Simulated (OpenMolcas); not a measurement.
Levels of Si II by method

- Program: OpenMolcas
- Basis: ANO-RCC-VQZP [6s5p3d2f1g]
- Scalar Hamiltonian: DKH2, point nucleus
- Active space: 3 electrons in 9 orbitals (RAS2 3s 3p; RAS3 3d, at most 2 electrons)
- State averaging: 2S+1 = 4 odd, 1 root; 2S+1 = 2 odd, 8 roots; 2S+1 = 4 even, 3 roots; 2S+1 = 2 even, 9 roots
- Spin-orbit coupling: state interaction with AMFI integrals over the reference wave functions, term energies averaged over their components

Methods on the same reference wave functions:
A. RASSCF
B. SS-RASPT2, IPEA 0.25 Eh, imaginary shift 0.1 Eh (closed shells correlated: 2s 2p)

Energies in eV above 3s² 3p ²P°_1/2, the measured ground level; measured values from NIST Handbook of Basic Atomic Spectroscopic Data.

```
         Level       A       B  Measured
3s² 3p ²P°_1/2  0.0000  0.0000    0.0000
3s² 3p ²P°_3/2  0.0317  0.0317    0.0356
 3s 3p² ⁴P_1/2  4.8263   5.188    5.3095
 3s 3p² ⁴P_3/2  4.8374   5.199    5.3230
 3s 3p² ⁴P_5/2  4.8556   5.218    5.3447
 3s 3p² ²D_3/2  6.7823   6.775    6.8575
 3s 3p² ²D_5/2  6.7831   6.776    6.8594
 3s 3p² ²S_1/2  9.7472   9.490    9.5053
```

Deviations, from unrounded energies. A percentage is the sum of absolute deviations over the sum of measured energies, with the sign that they share, or ± where signs differ.

```csv
Against measurement,Levels,A,B
mean absolute deviation (cm-1),7,2100,640
fine structure of the ground term (%),1,-11.0,-11.0
other configurations (%),6,±4.7,-1.4
```

B lies closest to measurement on these levels. The largest miss of B in the table is 3s 3p² ⁴P_5/2, by -1000 cm-1. The ranking rests on the paired levels alone, and a cruder setting can come out closer through cancelling errors.

The lowest spin-free term lies below A's lowest term by 0.069 hartree in B.

The run also gave levels led by 3s 3p 3d, which use shells meant for correlation; these and all levels above them are left out. Some terms mix strongly with configurations of 3d, whose occupation reaches 0.27 (3s 3p² ²D). Without dynamic correlation excited terms often stand tens of per cent too high (terms of higher spin than the ground term too low), and those without a measured partner can miss by more than the paired ones (holds for A). Computed and measured levels are paired by configuration, term and J; levels that our copy of the source lacks, or whose pairing is in doubt (as where it misses far off the trend of its configuration), stay unpaired and out of the deviations. Levels of configurations outside the active space are missing. The table leaves out levels that lie high or whose names do not pair safely across all columns.

° marks odd parity.
